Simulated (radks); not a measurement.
Problem. The thallium ion Tl29+, 52 electrons, occupied as [Kr] 4d10 4f6. Calculated with a radial shooting solver on a logarithmic mesh with Libxc functionals: non-relativistic Kohn-Sham, TPSS, spin-polarised, spherical densities, point nucleus; open shells are filled with parallel spins first (spin-orbit coupling, left out, can overturn this in heavy ions); meta-GGA in the generalised Kohn-Sham scheme; relativity is left out, which matters for an element this heavy. Some entries of the table are withheld. Estimate them.

orbital  occ.  eigenvalue (eV)  <r> (bohr)
1s down     1        -78015.50     0.01868
1s up       1        -78015.48     0.01868
2s up       1        -13913.12     0.07862
2s down     1        -13912.90     0.07861
2p up       3        -13422.86     0.06643
2p down     3        -13422.72     0.06642
3s up       1        -4037.548      0.1973
3s down     1        -4029.383      0.1970
3p up       3        -3806.860      0.1878
3p down     3        -3799.390      0.1876
3d up       5        -3378.384      0.1639
3d down     5        -3372.854      0.1636
4s up       1              (1)      0.4136
4s down     1              (2)      0.4145
4p up       3        -1458.374         (3)
4p down     3        -1448.478         (4)
4d up       5        -1271.852      0.4082
4d down     5        -1261.363      0.4096
4f up       6              (5)      0.3879
4f down     0              (6)      0.3900

Solution. 
(1) 4s up eigenvalue (eV): -1560.662
(2) 4s down eigenvalue (eV): -1550.967
(3) 4p up <r> (bohr): 0.4132
(4) 4p down <r> (bohr): 0.4141
(5) 4f up eigenvalue (eV): -1026.961
(6) 4f down eigenvalue (eV): -1014.730
